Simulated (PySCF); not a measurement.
## Exercise with solution: entropy of an ideal gas

CH5B, SMILES BC.

The structure is a stationary point at B3LYP-D3(BJ)/def2-TZVP.

B3LYP-D3(BJ)/def2-TZVP (PySCF 2.14.0) gives the harmonic wavenumbers 163, 562, 690, 976, 1069, 1092, 1254, 1329, 1429, 1478, 2573, 2641, 2961, 3061, 3109 cm⁻¹ and the rotational temperatures 4.6279, 1.0448, 0.9538 K. The molar mass is 27.86 g/mol, the symmetry number 1, the spin multiplicity 1.

Q: Work out the entropy at 298.15 K and 1 atm in the rigid-rotor, harmonic-oscillator model.

A: 
Translation (Sackur–Tetrode at 1 atm): S = R[1.5 ln M + 2.5 ln T − 1.16487] = 150.2 J/(mol K).
Rotation: q = (√π/σ) T^1.5/√(θA θB θC) = 4250, S = R[ln q + 3/2] = 81.9 J/(mol K).
Vibration: with u = 1.4388 ν/T, each mode gives R[u/(e^u − 1) − ln(1 − e^−u)]:
```
ν (cm⁻¹)  modes     u  S (J/(mol K))
--------  -----  ----  -------------
163           1  0.79          10.52
562           1  2.71           2.18
690           1  3.33           1.33
976           1  4.71           0.43
1069          1  5.16           0.30
1092          1  5.27           0.27
1254          1  6.05           0.14
1329          1  6.41           0.10
1429          1  6.90           0.07
1478          1  7.13           0.05
```
The stiffer modes add less than 0.005 each. Sum 15.4 J/(mol K).
Spin: R ln 1 = 0.0 J/(mol K).
Total 247.6 J/(mol K); the program's own thermochemistry gives 247.6. Translation makes up 61 % and vibration 6 %. Anharmonicity, hindered rotation and orbital degeneracy are left out.
